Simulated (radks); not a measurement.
The numbers below are computed, except where a source is named.
Task: The bismuth anion Bi3-, [Rn], held by a Watson sphere: a shell of charge +3 at radius R that stands for the Madelung well of a crystal (potential energy -3/R inside, -3/r outside, in hartree with lengths in bohr). Code: a radial shooting solver on a logarithmic mesh with Libxc functionals. Model: scalar-relativistic Kohn-Sham, LB94 model potential, spin-polarised, spherical densities, finite nucleus; Fermi nuclear charge, rms radius of each element as measured or else 0.836 A^(1/3) + 0.57 fm. Response by self-consistent Sternheimer equations with the Hartree and adiabatic LDA kernel, the relativistic mass of each level held fixed and spin-orbit coupling left out. The sphere does not respond.

R (bohr)  e(5d) (eV)  e(6s) (eV)  e(6p) (eV)  <r> 6p (bohr)  sum of <r^2> (bohr^2)  X-ray form factor at sin(theta)/lambda = 0.1 1/angstrom  alpha (bohr^3)
2.67         -32.863     -20.709     -10.577          2.880                  99.70                                                   79.979           55.80
4.44         -29.163     -16.279      -7.001          3.512                  130.3                                                   79.130           160.0
4.84         -28.669     -15.697      -6.376          3.634                  137.3                                                   79.014           199.5
5.03         -28.454     -15.451      -6.103          3.689                  140.7                                                   78.968           221.0
5.08         -28.400     -15.389      -6.034          3.703                  141.5                                                   78.957           227.0
5.75         -27.736     -14.654      -5.194          3.884                  153.6                                                   78.836           322.1
5.92         -27.585     -14.491      -5.005          3.927                  156.7                                                   78.814           351.3
6.09         -27.440     -14.336      -4.825          3.970                  159.9                                                   78.795           383.1

Estimate the row for R = 6.49 bohr.

Result: e(5d) (eV) -27.122; e(6s) (eV) -14.000; e(6p) (eV) -4.435; <r> 6p (bohr) 4.068; sum of <r^2> (bohr^2) 167.4; X-ray form factor at sin(theta)/lambda = 0.1 1/angstrom 78.760; alpha (bohr^3) 469.0.
